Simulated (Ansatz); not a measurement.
Born–Oppenheimer molecular dynamics of B₂H₁₀NPSi₂ (16 atoms, charge 0, multiplicity 1). It starts at the highest image of a converged band. Of that band: Beside the main top the profile has a ripple of under 15 meV (maxima at images 5, 7), which may be a very shallow well or noise. A vibrational analysis at the climbing image gives one clearly imaginary mode, 315i cm⁻¹: a first-order saddle point.

Theory: RKS PBE-D4/6-31G in Ansatz 0.2.0.

```yaml
ensemble: NVE (velocity Verlet)
time_step: 0.5 fs
steps_asked: 200
starting_velocities_drawn_for: 100 K
seed: 5300
```

First frame:

```xyz
16
Properties=species:S:1:pos:R:3
N -1.108 -0.599 -0.001
B 0.285 -1.256 0.380
Si 0.819 -3.188 0.408
B 0.281 0.298 0.094
Si 0.390 2.227 0.554
P -0.607 3.729 -0.975
H -1.756 -0.448 0.777
H -1.612 -0.797 -0.873
H 0.334 -3.951 -0.815
H 0.153 -3.839 1.609
H 2.312 -3.396 0.534
H 0.875 -0.133 -0.927
H 1.818 2.713 0.706
H -0.330 2.527 1.861
H -0.022 3.122 -2.175
H -1.855 2.968 -1.114
```

**Question.** How far do the bonds stretch over the last three quarters of this one trajectory? (Pairs bonded in most of those frames.)

**Answer.** 
| bond | mean (Å) | spread (Å) | shortest | longest |
| --- | --- | --- | --- | --- |
| N1–B2 | 1.567 | 0.011 | 1.56 | 1.59 |
| N1–B4 | 1.702 | 0.026 | 1.66 | 1.73 |
| N1–H7 | 1.025 | 0.006 | 1.01 | 1.04 |
| N1–H8 | 1.027 | 0.003 | 1.02 | 1.03 |
| B2–Si3 | 2.019 | 0.014 | 1.99 | 2.04 |
| B2–B4 | 1.611 | 0.012 | 1.58 | 1.63 |
| Si3–H9 | 1.524 | 0.004 | 1.51 | 1.53 |
| Si3–H10 | 1.523 | 0.019 | 1.49 | 1.55 |
| Si3–H11 | 1.513 | 0.004 | 1.51 | 1.52 |
| B4–Si5 | 2.018 | 0.012 | 1.99 | 2.03 |
| B4–H12 | 1.226 | 0.016 | 1.20 | 1.26 |
| Si5–P6 | 2.369 | 0.021 | 2.34 | 2.40 |
| Si5–H13 | 1.518 | 0.015 | 1.50 | 1.54 |
| Si5–H14 | 1.529 | 0.023 | 1.49 | 1.56 |
| P6–H15 | 1.466 | 0.009 | 1.45 | 1.48 |
| P6–H16 | 1.469 | 0.023 | 1.43 | 1.50 |

Mean temperature of the second half: 80 K. The conserved energy stayed within 0.031 meV per atom of its start (net change 0.024 meV per atom), so the integration is sound. A run of 0.1 ps of so small a system gives no equilibrium averages. The orbitals stay closed-shell, which can raise the energy where a bond breaks towards radicals; this wasn't checked here. Limits of this set-up: no polarisation functions.

The run took 11 min on 2 threads of Intel(R) Xeon(R) Platinum 8488C (Sapphire Rapids) (shared host), peak memory 0.19 GiB.
